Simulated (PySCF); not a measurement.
n-butyl acetate, SMILES CCCCOC(C)=O (GFN2-xTB optimised geometry):

```
20

C     -3.218    -1.182     2.524
C     -2.729    -0.426     1.295
C     -1.205    -0.385     1.231
C     -0.718     0.364     0.000
O      0.710     0.364     0.000
C      1.306     0.981    -1.025
C      2.806     0.908    -0.898
O      0.707     1.517    -1.919
H     -2.858    -0.706     3.433
H     -4.305    -1.200     2.553
H     -2.858    -2.208     2.509
H     -3.116    -0.907     0.394
H     -3.117     0.595     1.317
H     -0.807    -1.401     1.205
H     -0.808     0.105     2.122
H     -1.074    -0.112    -0.921
H     -1.073     1.401     0.000
H      3.116    -0.133    -0.861
H      3.113     1.387     0.027
H      3.267     1.405    -1.746
```

Method: PBE0/def2-SVP in PySCF.

Question: What are the frontier orbital energies and the dipole moment?

Answer: HOMO-2 -9.40 eV, HOMO-1 -8.51 eV, HOMO -7.71 eV, LUMO 0.67 eV, LUMO+1 1.76 eV; dipole moment 2.04 D.

Meta-Löwdin charges at PBE0/def2-SVP: C1 -0.30, C2 -0.16, C3 -0.17, C4 0.03, O5 -0.35, C6 0.51, C7 -0.34, O8 -0.45, H9 0.10, H10 0.10, H11 0.10, H12 0.09, H13 0.09, H14 0.09, H15 0.09, H16 0.10, H17 0.10, H18 0.13, H19 0.13, H20 0.12.
